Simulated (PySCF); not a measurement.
Gas-phase reaction: 2 HBr + SiH4 = SiH2Br2 + 4 H

Computed with PySCF (xtb for GFN2) and rigid-rotor harmonic-oscillator thermochemistry at 1 bar. Table values come from the NASA 1993 polynomials. † marks an energy on the PBE0/def2-TZVP geometry and frequencies; other levels use their own. 6-31G* has spherical d functions here. Open shells (unrestricted): H (multiplicity 2); the rest are closed-shell singlets. GFN2 has no spin-polarisation term. B3LYP is the form with VWN-RPA correlation. Br: all electrons, no relativistic terms. The harmonic model lacks anharmonicity and excited electronic states, which grow with temperature; levels with a mode under 35 cm⁻¹ are left out. Soft modes under 120 cm⁻¹ make the harmonic entropy rough for SiH2Br2. The table's entry may be an old estimate for SiH2Br2 (not checked at source).

log10 K (1 bar standard state):

```
T (K)  table  B3LYP/6-31G*  B3LYP/def2-TZVP†  GFN2-xTB  M06-2X/def2-TZVP†
-----  -----  ------------  ----------------  --------  -----------------
500    -66.2         -67.7             -68.7     -84.3              -63.3
800    -37.4         -38.3             -39.0     -48.7              -35.6
1200   -21.2         -21.8             -22.2     -28.6              -19.9
1800   -10.2         -10.5             -10.8     -15.1               -9.3
2500    -3.9          -4.1              -4.3      -7.4               -3.2
```
Ten kJ in ΔG° is worth 1.04 decades in K at 500 K and 0.21 at 2500 K.
